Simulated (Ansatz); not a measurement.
Ansatz results at the PBE0-D4/def2-TZVP geometry: LUMO energy (ωB97M-V/def2-TZVPP) 0.74 eV; zero-point energy (PBE0-D4/def2-TZVP) 184.4 kJ/mol; LUMO energy (PBE/def2-TZVPP) -2.28 eV.

Which molecule gave them?
A. `O=C=[N][Hf]([OH])([OH])[OH]`
B. `[CH3][Hf]([CH3])([Cl])[Cl]`
C. `[OH][Hf]([OH])([OH])[OH]`
D. `C[NH][Hf]([F])([F])[F]`

B. The others give `[OH][Hf]([OH])([OH])[OH]`: 1.15, 126.3, -0.69; `C[NH][Hf]([F])([F])[F]`: 0.71, 155.4, -1.40; `O=C=[N][Hf]([OH])([OH])[OH]`: 0.90, 131.3, -0.92.
